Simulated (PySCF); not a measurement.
C3H3NSe.
Atom-mapped SMILES: `[cH:1]1[cH:2][se:3][cH:4][n:5]1` (hydrogens: H6 on C1; H7 on C2; H8 on C4)

Cartesian coordinates in Å at the PBE0-D3(BJ)/def2-SVP level; atoms count from 1:
```xyz
8
C3H3NSe angstrom
C     -0.5561   -0.7947   -0.1431
C     -1.0623    0.4535    0.0850
Se     0.3181    1.6716    0.2721
C      1.4263    0.1860   -0.0096
N      0.8034   -0.9289   -0.1929
H     -1.1783   -1.6812   -0.2862
H     -2.1100    0.7417    0.1548
H      2.5152    0.2852   -0.0130
```

Computed with PBE0-D3(BJ)/def2-SVP geometry optimisation, gas phase in PySCF 2.14.0.

Masses are those of the commonest isotopes; rigid-rotor values at the optimised geometry. 

Question: Give the principal moments of inertia and the rotational constants in cm⁻¹.

Answer: Ia = 62.18, Ib = 149.30, Ic = 211.48 u·Å²; 505379 MHz·u·Å²/I gives 8128, 3385 and 2390 MHz, that is A = 0.27111, B = 0.11291, C = 0.07971 cm⁻¹.

Question: Classify the top.

Answer: An asymmetric top: κ = (2 × 3385 − 8128 − 2390)/(8128 − 2390) = -0.65.

Question: What does the inertial defect say?

Answer: Planar: Δ = Ic − Ia − Ib = 0.00 u·Å². For a rigid frame Δ = −2 Σ m c², so it vanishes when all atoms lie in the ab plane; here none is more than 0.01 Å from it.

Question: Which lines would a microwave search look for?

Answer: The dipole components are |μa| = 1.38 D, |μb| = 0.81 D, |μc| = 0.00 D; the mirror of this Cs structure is the ab plane, so μc vanishes by symmetry and there are no c-type lines. Intensities carry the squares of the components, which stand as 1.00 : 0.34 (a : b). Some lines, for components of 0.1 D or more:

```csv
type,branch,"J(Ka,Kc)",MHz,lower level (cm⁻¹)
b,R,"3(1,2) ← 2(2,1)",4495,1.277
a,Q,"4(1,3) ← 4(1,4)",9866,1.924
b,Q,"3(2,1) ← 3(1,2)",13516,1.427
b,Q,"2(2,0) ← 2(1,1)",14368,0.802
a,R,"3(1,2) ← 2(1,1)",18722,0.802
b,Q,"3(2,2) ← 3(1,3)",18789,1.228
b,R,"3(1,3) ← 2(0,2)",19637,0.573
b,Q,"4(2,3) ← 4(1,4)",20917,1.924
a,R,"4(3,2) ← 3(3,1)",23347,2.732
b,R,"4(1,4) ← 3(0,3)",23719,1.133
a,R,"4(1,3) ← 3(1,2)",24768,1.427
b,R,"2(2,1) ← 1(1,0)",26773,0.384
b,R,"3(2,1) ← 2(1,2)",35225,0.703
b,R,"3(3,0) ← 2(2,1)",43621,1.277
b,R,"4(2,2) ← 3(1,3)",43730,1.228
```

Whether it is a minimum is left open (no frequencies). No vibrational averaging or centrifugal distortion is included, and the geometry carries the error of its method. Quadrupole hyperfine structure (14N) is left out.
